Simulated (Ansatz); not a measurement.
This geometry of a periodic cell of 17 atoms, Mo₁₆P (surface Mo(100), adsorbate P) is a first-order saddle point. Atoms 1 to 4 are held.

Level of theory: DFT PBE, scalar-relativistic, plane waves, PAW in Ansatz 0.2.0. Settings: cutoff 420 eV, k mesh 3x3x1, gaussian smearing 0.15 eV, no spin polarisation.

```xyz
17
Lattice="6.3000 0.0000 0.0000 0.0000 6.3000 0.0000 0.0000 0.0000 15.7250" Properties=species:S:1:pos:R:3
Mo 1.575 1.575 1.000
Mo 4.725 1.575 1.000
Mo 1.575 4.725 1.000
Mo 4.725 4.725 1.000
Mo -0.002 0.000 2.366
Mo 3.143 0.000 2.365
Mo -0.001 3.150 2.332
Mo 3.143 3.150 2.331
Mo 1.570 1.616 4.083
Mo 4.720 1.579 4.041
Mo 1.570 4.685 4.083
Mo 4.720 4.722 4.041
Mo -0.066 0.000 5.522
Mo 3.194 0.000 5.519
Mo 0.009 3.150 5.389
Mo 3.136 3.150 5.388
P 4.711 6.300 7.279
```

Task: Which two structures does it join? (They come from a converged band through this point; their orientation in space is the band's.)

Result: The atom that moves furthest is P17, by 3.15 Å; four of its nearest neighbours are Mo14 2.48, Mo13 2.48, Mo16 2.48, Mo15 2.48 Å at the first end and Mo16 2.48, Mo15 2.48, Mo14 2.48, Mo13 2.48 Å at the last.

Image 0:

```xyz
17
Lattice="6.3000 0.0000 0.0000 0.0000 6.3000 0.0000 0.0000 0.0000 15.7250" Properties=species:S:1:pos:R:3
Mo 1.575 1.575 1.000
Mo 4.725 1.575 1.000
Mo 1.575 4.725 1.000
Mo 4.725 4.725 1.000
Mo 0.008 0.009 2.361
Mo 3.142 0.008 2.360
Mo 0.008 3.143 2.361
Mo 3.142 3.143 2.361
Mo 1.575 1.576 4.067
Mo 4.725 1.576 4.072
Mo 1.575 4.726 4.072
Mo 4.725 4.726 4.007
Mo -0.008 -0.005 5.463
Mo 3.157 -0.005 5.462
Mo -0.007 3.159 5.463
Mo 3.156 3.159 5.463
P 4.724 4.727 6.575
```

Image 6:

Only the atoms that move by more than 0.05 Å are listed.
```
Mo10 4.725 1.576 4.007
Mo12 4.725 4.726 4.072
P17 4.724 7.877 6.575
```

Task: How far does it lie above each of them?

Result: 1.89 eV above the first and 1.89 eV above the second. This is the barrier of this one path; another mechanism may lie lower. Limits of this set-up: coarse k mesh, thin slab, slab without dipole correction, odd electron count without spin, a typed lattice constant that wasn't relaxed here.

The run took 18 min on 4 threads of Intel(R) Xeon(R) Platinum 8488C (Sapphire Rapids), with other jobs on the host, peak memory 3.3 GiB.
